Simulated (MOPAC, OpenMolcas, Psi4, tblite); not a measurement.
## InCNClF (SMILES N#[C][In]([F])[Cl]): methods side by side

The species is InCNClF (5 atoms), meant as a singlet with charge 0. SMILES: `N#[C][In]([F])[Cl]`. The shape is that of a PBE0-D4/def2-TZVP optimisation.

Quantity: the dipole moment, in D. The values are calculated.

```json
{"level": "IPEA1-xTB", "kind": "semi-empirical", "program": "tblite", "value (D)": "0.97", "CPU time": "under 2 s"}
{"level": "PM7", "kind": "semi-empirical", "program": "MOPAC", "value (D)": "1.42", "CPU time": "under 2 s"}
{"level": "HF/def2-SVP (density fitting, core potential)", "kind": "Hartree–Fock", "program": "Psi4", "value (D)": "1.46", "CPU time": "5 s"}
{"level": "SVWN5/def2-SVP (core potential)", "kind": "LDA", "program": "OpenMolcas", "value (D)": "1.52", "CPU time": "15 s"}
{"level": "revPBE/def2-SVP (core potential)", "kind": "GGA", "program": "OpenMolcas", "value (D)": "1.37", "CPU time": "20 s"}
{"level": "TPSS/def2-SVP (core potential)", "kind": "meta-GGA", "program": "OpenMolcas", "value (D)": "1.36", "CPU time": "28 s"}
{"level": "BHLYP/def2-SVP (core potential)", "kind": "global hybrid", "program": "OpenMolcas", "value (D)": "1.51", "CPU time": "16 s"}
```

The values span 0.97 to 1.52 D. Magnitudes only. CPU times are rough (shared hosts, several kinds of processor): they show what a rung costs within a factor of a few.
